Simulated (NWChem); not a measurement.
System: C3H5BO2; SMILES C(B1OCO1)=C

```xyz
11

C      0.3364    -2.4289     0.0000
C     -0.5979    -1.4683     0.0000
B     -0.2189     0.0247     0.0000
O     -0.9955     1.1739     0.0000
C      0.2549     1.8395     0.0000
O      1.0221     0.6491     0.0000
H      1.4037    -2.1814     0.0000
H      0.0831    -3.4945     0.0000
H     -1.6564    -1.7529     0.0000
H      0.4117     2.4439     0.9096
H      0.4117     2.4439    -0.9096
```
Atoms are numbered in this order, from 1.

Level: PBE0/def2-SVP (NWChem), optimised geometry, unscaled harmonic frequencies. 

### Question
List the harmonic frequencies with IR intensities, and the thermochemistry.

### Answer
```
frequency (cm⁻¹)  IR intensity (km/mol)
----------------  ---------------------
87                                  1.1
160                                 0.9
225                                 7.0
430                                 1.4
465                                 1.0
641                                 3.8
732                                47.5
964                                 6.4
970                                 5.8
1010                               17.3
1011                               32.6
1049                               13.0
1118                              190.6
1139                                0.0
1147                                9.9
1181                              103.8
1272                               14.9
1383                               82.4
1421                               69.6
1470                              228.7
1534                               21.4
1712                               79.1
3063                               70.8
3137                               28.2
3149                                7.9
3184                                2.4
3249                                3.9
```

```yaml
zero_point_energy: 52.7 kcal/mol
thermal correction to the enthalpy at 298.15 K (with zero-point energy): 57.0 kcal/mol
heat capacity Cv: 19.5 cal/(mol K)
entropy at 298.15 K and 1 atm (symmetry number 1): 76.5 cal/(mol K)
dipole_moment: 0.34 D
```

Rigid rotor and harmonic oscillator; modes under 100 cm⁻¹ make the entropy uncertain.
